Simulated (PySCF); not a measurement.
Compound: C6H16BN.
Structure used (PBE0-D3(BJ)/def2-SVP), in Å, numbered top down from 1:
```xyz
24
C6H16BN angstrom
B     -2.2978    0.3789   -0.9512
N     -1.0156   -0.0973   -0.0438
C     -1.3530    0.0893    1.3760
C     -0.7583   -1.5224   -0.3074
C      0.1480    0.7452   -0.4295
C      1.4454    0.4654    0.2770
C      2.4173   -0.5564   -0.2462
C      2.7180    0.9024   -0.3901
H     -3.2331   -0.3350   -0.6060
H     -1.9665    0.1979   -2.1182
H     -2.4780    1.5620   -0.6849
H     -2.2765   -0.4630    1.5879
H     -1.5362    1.1548    1.5612
H     -0.5454   -0.2744    2.0295
H     -0.5076   -1.6468   -1.3680
H      0.0626   -1.8999    0.3196
H     -1.6789   -2.0819   -0.1023
H     -0.1683    1.7855   -0.2653
H      0.2676    0.6232   -1.5162
H      1.4269    0.5988    1.3638
H      2.9911   -1.1410    0.4776
H      2.1395   -1.1077   -1.1488
H      3.5012    1.3415    0.2323
H      2.6404    1.3430   -1.3883
```

Computed with PySCF at PBE0/pcSseg-1, non-relativistic, on one gas-phase PBE0-D3(BJ)/def2-SVP geometry that isn't relaxed in the solvent. The solvent is an IEF-PCM continuum (van der Waals radii × 1.2). The model holds no explicit solvent molecules, cavitation or dispersion.

Gas phase at PBE0/pcSseg-1: HOMO -7.56 eV, LUMO 0.99 eV, dipole 5.51 D.

Question: What does the continuum do to the energy, the frontier levels and the dipole at PBE0/pcSseg-1 in chloroform?

Answer: 
| solvent | ε | E(solvent) − E(gas) (kcal/mol) | polarisation term (kcal/mol) | distortion of the solute (kcal/mol) | HOMO (eV) | LUMO (eV) | dipole (D) |
| --- | --- | --- | --- | --- | --- | --- | --- |
| chloroform | 4.711 | -6.28 | -7.06 | 0.78 | -7.97 | 1.34 | 6.45 |

Polarisation term: ½ Σ q·V over the induced surface charges. Distortion: the rise of the solute's own energy as its density leaves the gas-phase optimum.

Question: Which radius a makes the point-dipole formula ΔE = −[(ε − 1)/(2ε + 1)]·μ²/a³ give the value in chloroform, with the gas-phase dipole?

Answer: μ = 2.169 au and |ΔE| = 0.01000 Eh give a = 2.92 Å; the farthest nucleus lies 3.77 Å from the centroid of the nuclei, so such a sphere wouldn't even hold the nuclei. The formula assumes a rigid point dipole at the centre of a sphere.

Question: Give the dipole vector in the frame of the coordinates (D, pointing from negative to positive charge), gas and chloroform.

Answer: Gas (4.47, -1.42, 2.89), solvent (5.19, -1.71, 3.43). Its length changes by +17 % and its direction by less than 1°.

Question: Which IAO charges (PBE0/pcSseg-1) respond most in chloroform (means over atoms taken as equivalent)?

Answer: 
| atoms | environment | gas (e) | solvent (e) | change |
| --- | --- | --- | --- | --- |
| H9/H10/H11 | B–H hydrogen | -0.034 | -0.044 | -0.010 |
| H20 | methine hydrogen | +0.138 | +0.145 | +0.007 |
| H12 (×6) | methyl hydrogen | +0.153 | +0.157 | +0.004 |
| C7/C8 | three-membered-ring carbon | -0.285 | -0.289 | -0.004 |
| C3/C4 | N-methyl carbon | -0.298 | -0.301 | -0.003 |
| H21/H23 | methylene hydrogen | +0.150 | +0.153 | +0.003 |
| H22/H24 | methylene hydrogen | +0.145 | +0.148 | +0.003 |
| B1 | four-coordinate boron | -0.387 | -0.385 | +0.002 |
| C5 | sp3 carbon bound to nitrogen | -0.146 | -0.147 | -0.001 |
| N2 | nitrogen bonded to B and 3 C | -0.008 | -0.008 | 0.000 |
| H18/H19 | methylene hydrogen | +0.155 | +0.155 | 0.000 |
| C6 | three-membered-ring carbon | -0.148 | -0.148 | 0.000 |

Question: How do the nuclear quadrupole coupling constants eQVzz/h respond in chloroform?

Answer: 
| nucleus | Q (barn) | gas (MHz) | solvent (MHz) | η gas | η solvent |
| --- | --- | --- | --- | --- | --- |
| 11B at B1 | 0.04059 | 2.29 | 2.07 | 0.01 | 0.01 |
| 14N at N2 | 0.02044 | -2.98 | -2.70 | 0.01 | 0.01 |

Hardware: one thread, Intel Xeon at 2.50 GHz (x86_64), no GPU, on a shared host. Cost: 1.7 min of wall time, 1.3 GiB resident at most. This is the whole shielding run at PBE0/pcSseg-1 in chloroform, SCF included.
